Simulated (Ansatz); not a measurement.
Geometry optimisation, Ansatz 0.2.0, UKS B3LYP-D4/6-31G*.

Input:

```yaml
crystal:
  periodic: [false, false, false]
  atoms:
    - { symbol: Si, position_ang: [-0.12993, 1.80457, -0.10009] }
    - { symbol: C, position_ang: [-0.09738, 0.06761, -0.36658] }
    - { symbol: O, position_ang: [-1.12549, -0.8485, 0.20049] }
    - { symbol: Si, position_ang: [0.30903, -1.64858, 0.12951] }
    - { symbol: H, position_ang: [0.97399, 2.54738, -0.69432] }
    - { symbol: H, position_ang: [-1.21505, 2.68667, 0.31571] }
    - { symbol: H, position_ang: [0.89415, -1.95114, 1.42325] }
    - { symbol: H, position_ang: [0.39069, -2.65802, -0.90799] }
magnetization:
  spin_polarized: true
basis:
  gaussian: { orbitals: "6-31G*" }
hamiltonian:
  xc: b3lyp
  dispersion: d4
relax:
  f_tol: 0.02
  max_steps: 50
output:
  orbitals: {}
```

Run as:

```bash
$ ansatz run input.yaml --threads 2 --pin off --max-ram 3072MiB --backend cpu --events-out ev --progress --plain --runs-dir out
```

**Question.** Where does it end, and by what steps?

**Answer.** The forces met the threshold. After 6 steps the energy has fallen by 0.355 eV; C2 moved furthest, 0.37 Å.

```json
{"step": "0", "energy less start (eV)": "0.0000", "largest force component (eV/Å)": "1.280", "accepted": "yes"}
{"step": "1", "energy less start (eV)": "-0.2061", "largest force component (eV/Å)": "0.816", "accepted": "yes"}
{"step": "2", "energy less start (eV)": "-0.2999", "largest force component (eV/Å)": "0.470", "accepted": "yes"}
{"step": "3", "energy less start (eV)": "-0.3102", "largest force component (eV/Å)": "0.906", "accepted": "yes"}
{"step": "4", "energy less start (eV)": "-0.3529", "largest force component (eV/Å)": "0.094", "accepted": "yes"}
{"step": "5", "energy less start (eV)": "-0.3548", "largest force component (eV/Å)": "0.082", "accepted": "yes"}
{"step": "6", "energy less start (eV)": "-0.3550", "largest force component (eV/Å)": "0.017", "accepted": "yes"}
```

```xyz
8
Properties=species:S:1:pos:R:3
Si -0.102 1.847 -0.009
C -0.211 0.115 -0.016
O -1.182 -0.822 0.381
Si 0.336 -1.590 0.118
H 1.081 2.389 -0.710
H -1.332 2.671 -0.034
H 0.996 -2.126 1.325
H 0.414 -2.485 -1.055
```

Run time: 28 s on 2 threads of AMD EPYC 7R43 64-Core Processor (Zen 3), on a shared host, peak memory 0.22 GiB.
